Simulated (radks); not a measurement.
Species: the palladium ion Pd10+. Configuration: [Kr]. All-electron calculation, Dirac Kohn-Sham, BLYP, spin-unpolarised, spherical densities, point nucleus; speed of light set to 205.554 atomic units (1.5 times the physical value, a model run). Program: a radial shooting solver on a logarithmic mesh with Libxc functionals.

Spin-orbit splittings of the eigenvalues, e(l+1/2) - e(l-1/2), with zeta = 2 splitting/(2l+1) and mean radii in bohr:

| shell | occ. | splitting (eV) | zeta (eV) | <r> j=l-1/2 | <r> j=l+1/2 |
|---|---|---|---|---|---|
| 2p | 6 | 68.18 | 45.45 | 0.1203 | 0.1225 |
| 3p | 6 | 11.93 | 7.956 | 0.3771 | 0.3818 |
| 3d | 10 | ? | ? | 0.3540 | 0.3555 |
| 4p | 6 | 2.431 | 1.621 | 0.9341 | 0.9430 |
| 4d | 0 | 0.4273 | 0.1709 | 1.037 | 1.039 |

Estimate the 3d splitting.

Answer. 2.506 eV (zeta = 1.002 eV).
